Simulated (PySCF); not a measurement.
# Computed records: GeH3NO, CH6AlGeN, AlClGeH3N

Computed with PySCF 2.14.0. Calculation on a computer-drawn molecule: optimised geometry and harmonic frequencies of an isolated molecule of the commonest isotopes, restricted reference for singlets and unrestricted otherwise, frozen core in MP2; on germanium a core potential holds 10 electrons, which the energies leave out, and 3d is frozen in MP2 and coupled-cluster steps.

Common to all runs: charge 0; multiplicity 1; basis and core potential on germanium cc-pVDZ-PP ECP10MDF.

(1) GeH3NO

Start structure:
```xyz
6
GeH3NO
N      0.8612     1.1658    -0.0544
Ge     1.7930     1.0163     1.6339
O      2.4979    -0.6568     1.4192
H      0.4063     1.9590    -0.2640
H      0.7906     0.4650    -0.7090
H      2.3328    -1.1724     0.5932
```

* method: HF
* basis: cc-pVDZ
* rotational constants: 14.07, 7.747, 4.996 GHz
* total energy: -424.4784 hartree
* convergence status largest gradient component: 1.567e-05 hartree/bohr

Drawn bonds:
```
atom  other atom  order
   1           2      1
   2           3      1
   1           4      1
   1           5      1
   3           6      1
```

Optimised structure:
```xyz
6
GeH3NO
N      0.8995     1.1346     0.0028
Ge     1.7981     1.0074     1.5837
O      2.4739    -0.6374     1.3921
H      0.3806     1.9576    -0.2418
H      0.8442     0.4397    -0.7202
H      2.2855    -1.1250     0.6023
```

Modes:
```
frequency (cm⁻¹)  reduced mass (dalton)
           280.6                  3.308
           338.9                  1.114
           400.1                  1.167
           487.8                  1.105
             692                  4.924
           714.5                  3.315
           740.8                  1.632
           889.4                  1.216
            1674                   1.12
            3754                   1.05
            3863                  1.097
            4141                  1.067
```

(2) GeH3NO

Start structure:
```xyz
6
GeH3NO
N      0.8995     1.1346     0.0028
Ge     1.7981     1.0074     1.5837
O      2.4739    -0.6374     1.3921
H      0.3806     1.9576    -0.2418
H      0.8442     0.4397    -0.7202
H      2.2855    -1.1250     0.6023
```

* method: MP2
* basis: cc-pVDZ
* rotational constants: 13.78, 7.494, 4.854 GHz
* total energy: -424.9221 hartree
* convergence status largest gradient component: 2.366e-05 hartree/bohr

Drawn bonds:
```
atom  other atom  order
   1           2      1
   2           3      1
   1           4      1
   1           5      1
   3           6      1
```

Optimised structure:
```xyz
6
GeH3NO
N      0.8982     1.1312    -0.0025
Ge     1.8055     1.0089     1.5990
O      2.5027    -0.6642     1.4224
H      0.3724     1.9686    -0.2474
H      0.8392     0.4286    -0.7397
H      2.2638    -1.0962     0.5871
```

Modes:
```
frequency (cm⁻¹)  reduced mass (dalton)
           249.5                  3.278
             302                  1.197
           373.4                  1.084
           478.2                  1.104
           657.2                  1.389
           673.5                  5.514
           686.7                  5.314
           853.3                  1.175
            1541                  1.123
            3563                   1.05
            3690                  1.096
            3825                  1.066
```

(3) CH6AlGeN

Start structure:
```xyz
10
CH6AlGeN
N      1.5567    -1.5658    -1.1270
Al     0.7146    -0.5579    -0.0846
C     -0.3378     0.6495     1.0777
Ge    -2.1478     1.1874     0.2856
H      0.9963    -1.7829    -2.0178
H      0.1806     1.6360     1.2984
H     -0.5150     0.2156     2.1209
H     -2.9815    -0.0113     0.1520
H     -2.0120     1.9115    -0.9350
H     -2.8536     2.1209     1.3376
```

- method: HF
- basis: cc-pV(D+d)Z
- rotational constants: 15.09, 1.162, 1.101 GHz
- total energy: -631.0559 hartree
- convergence status largest gradient component: 1.158e-05 hartree/bohr

Drawn bonds:
```
atom  other atom  order
   1           2      2
   2           3      1
   3           4      1
   1           5      1
   3           6      1
   3           7      1
   4           8      1
   4           9      1
   4          10      1
```

Optimised structure:
```xyz
10
CH6AlGeN
N      1.2886    -1.4900    -1.2317
Al     0.5271    -0.5210    -0.2209
C     -0.4181     0.6582     0.9931
Ge    -2.2108     1.2696     0.4353
H      1.7666    -2.0918    -1.8554
H      0.2035     1.5435     1.1639
H     -0.5191     0.1478     1.9568
H     -3.1310     0.0604     0.2391
H     -2.1060     2.0410    -0.8842
H     -2.8005     2.1854     1.5120
```

Modes:
```
frequency (cm⁻¹)  reduced mass (dalton)
           85.88                  6.287
            97.6                   1.19
           167.8                  3.678
           208.9                  13.24
           459.6                  1.105
           468.7                  1.529
           503.3                  1.503
           503.5                   1.08
           659.8                  1.684
           701.5                   2.52
             733                   1.39
           930.7                  1.045
           962.3                  1.023
           967.4                  1.022
            1046                  1.033
            1092                  1.388
            1261                  9.307
            1487                  1.085
            2219                  1.024
            2220                  1.023
            2238                  1.011
            3176                  1.058
            3233                  1.102
            4005                  1.087
```

(4) AlClGeH3N

Start structure:
```xyz
7
AlClGeH3N
N     -0.7759    -1.3689    -0.5189
Ge    -1.9252    -0.3665     0.2197
Al    -3.1947     0.0374     2.2269
Cl    -4.5912     1.5144     2.2523
H     -0.2724    -1.9704     0.0103
H     -2.3801     0.6072    -0.8577
H     -2.9540    -0.8023     3.5665
```

* method: HF
* basis: cc-pV(D+d)Z
* rotational constants: 11.27, 0.9879, 0.9083 GHz
* total energy: -1051.0143 hartree
* convergence status largest gradient component: 2.394e-05 hartree/bohr

Drawn bonds:
```
atom  other atom  order
   1           2      2
   2           3      1
   3           4      1
   1           5      1
   2           6      1
   3           7      1
```

Optimised structure:
```xyz
7
AlClGeH3N
N     -0.7543    -1.3584    -0.3731
Ge    -1.9700    -0.2361    -0.0075
Al    -3.1130    -0.0204     2.1978
Cl    -4.6019     1.4620     2.4059
H     -0.5250    -1.9541     0.4112
H     -2.3518     0.6880    -1.1629
H     -2.7774    -0.9302     3.4277
```

Modes:
```
frequency (cm⁻¹)  reduced mass (dalton)
           39.37                  5.362
           84.73                  8.188
           163.1                  8.656
           328.3                  1.219
           336.8                  12.59
           453.2                   1.25
           538.5                  10.69
           658.2                  1.123
           769.3                   1.05
           851.5                  1.063
             952                  6.615
             996                  1.221
            2045                  1.043
            2236                   1.02
            3723                  1.076
```

(5) AlClGeH3N

Start structure:
```xyz
7
AlClGeH3N
N     -0.7543    -1.3584    -0.3731
Ge    -1.9700    -0.2361    -0.0075
Al    -3.1130    -0.0204     2.1978
Cl    -4.6019     1.4620     2.4059
H     -0.5250    -1.9541     0.4112
H     -2.3518     0.6880    -1.1629
H     -2.7774    -0.9302     3.4277
```

- method: MP2
- basis: cc-pV(D+d)Z
- rotational constants: 11.59, 0.972, 0.8968 GHz
- total energy: -1051.4831 hartree
- convergence status largest gradient component: 2.021e-05 hartree/bohr

Drawn bonds:
```
atom  other atom  order
   1           2      2
   2           3      1
   3           4      1
   1           5      1
   2           6      1
   3           7      1
```

Optimised structure:
```xyz
7
AlClGeH3N
N     -0.7155    -1.3814    -0.4129
Ge    -1.9859    -0.2263     0.0075
Al    -3.1279    -0.0035     2.1955
Cl    -4.6209     1.4652     2.4429
H     -0.5381    -1.9525     0.4378
H     -2.3371     0.6813    -1.1819
H     -2.7680    -0.9320     3.4103
```

Modes:
```
frequency (cm⁻¹)  reduced mass (dalton)
           42.71                  6.154
           76.28                  7.825
           149.6                  9.742
           303.3                   1.21
           327.1                  12.76
           437.2                  1.234
           539.7                  7.286
           627.2                  1.176
           719.7                   1.13
           769.2                  7.411
           795.6                  1.062
           961.5                  1.102
            2001                  1.044
            2178                  1.021
            3394                  1.074
```
